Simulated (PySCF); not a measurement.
C3H11BO4Si, SMILES CO[Si](C)(B(O)O)OC, singlet (GFN2-xTB optimised geometry):

```
20

Si    -0.615    -1.639     0.000
C     -1.324    -2.364    -1.636
O     -1.001    -0.029     0.000
C     -2.262     0.557     0.120
O      1.021    -1.639     0.000
C      1.880    -1.023    -0.922
B     -1.089    -2.556     1.688
O     -2.345    -2.980     1.995
O     -0.192    -2.774     2.677
H     -1.045    -1.742    -2.484
H     -0.949    -3.365    -1.829
H     -2.410    -2.424    -1.627
H     -2.127     1.639     0.151
H     -2.896     0.300    -0.732
H     -2.758     0.232     1.039
H      2.896    -1.094    -0.534
H      1.610     0.025    -1.055
H      1.825    -1.529    -1.888
H     -3.012    -2.882     1.319
H      0.699    -2.488     2.481
```

Computed with PBE0/def2-SVP in PySCF.

**Question.** What are the frontier orbital energies and the dipole moment?

**Answer.** HOMO-2 -8.25 eV, HOMO-1 -8.04 eV, HOMO -7.13 eV, LUMO 0.11 eV, LUMO+1 0.91 eV; dipole moment 2.89 D.

On the same geometry PBE/def2-SVP in PySCF gives HOMO-2 -6.60 eV, HOMO-1 -6.38 eV, HOMO -5.64 eV, LUMO -0.76 eV, LUMO+1 0.06 eV; dipole moment 2.59 D.

Meta-Löwdin charges at PBE0/def2-SVP: Si1 1.10, C2 -0.58, O3 -0.61, C4 -0.07, O5 -0.61, C6 -0.08, B7 0.18, O8 -0.47, O9 -0.46, H10 0.12, H11 0.12, H12 0.11, H13 0.11, H14 0.09, H15 0.09, H16 0.11, H17 0.10, H18 0.09, H19 0.33, H20 0.34.
